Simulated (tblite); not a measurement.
Run record: tight-binding relaxation, `CC[C@@H](C#N)[SiH2]P[SiH3]`.

Computed with GFN2-xTB geometry optimisation, gas phase (tblite 0.8.0). Start geometry: from a force field or distance geometry. The command runs a driver script over a list of jobs; the input below is this job's line of settings and its coordinates in Å.

Command:
```bash
OMP_NUM_THREADS=1 python probes_run.py task.json out
```

Input:
```
{"job": {"kind": "relax", "xc": "GFN2-xTB", "basis": "xTB"}, "charge": 0, "multiplicity": 1}
C     -2.698600     0.797700    -0.828900
C     -1.714100    -0.299100    -0.502700
C     -0.641500     0.133300     0.544000
C     -1.279300     0.386300     1.845800
N     -1.777800     0.580200     2.889900
Si     0.757800    -1.093800     0.773000
P      1.969800    -1.295500    -1.081100
Si     3.107600     0.588500    -0.830800
H     -2.188800     1.687900    -1.203100
H     -3.305100     1.085100     0.050000
H     -3.402600     0.455300    -1.605000
H     -2.264500    -1.185500    -0.131100
H     -1.226600    -0.601800    -1.418900
H     -0.201200     1.078500     0.196100
H      0.218500    -2.431600     1.083200
H      1.666700    -0.680400     1.886800
H      2.957400    -2.172600    -0.571100
H      4.092600     0.688200    -1.929800
H      2.131000     1.707900    -0.893600
H      3.793400     0.582100     0.483700
```

Problem. Estimate the output.

Solution. 
```
step      E/eV     max force
  0    -640.65528    3.525
  1    -640.57371    9.253
  2    -640.80829    0.862
  3    -640.82122    0.409
  4    -640.83773    0.526
  5    -640.84744    0.485
  6    -640.85566    0.202
  7    -640.85992    0.175
  8    -640.86415    0.275
  9    -640.86814    0.267
... (176 lines left out)
186    -640.92150    0.019
187    -640.92157    0.027
188    -640.92163    0.021
189    -640.92168    0.017
190    -640.92172    0.015
191    -640.92175    0.012
192    -640.92178    0.014
193    -640.92180    0.013
194    -640.92182    0.010
195    -640.92183    0.009
```

«max force» is the largest atomic force in eV/Å.

Problem. From which step on does the largest force stay under 0.1 eV/Å, and how much energy is left to gain from there?

Solution. From step 179 (0.055 eV/Å), 1.1 meV above the end.

In short: energy lowered by 6.1 kcal/mol over 195 steps; largest atomic force 0.009 eV/Å at the end.

Problem. How long does this job take on Arm Neoverse V1, one thread, no GPU, shared host?

Solution. About 1.9 s.
Labels such as C1 count atoms from 1, the log's own numbers from 0.
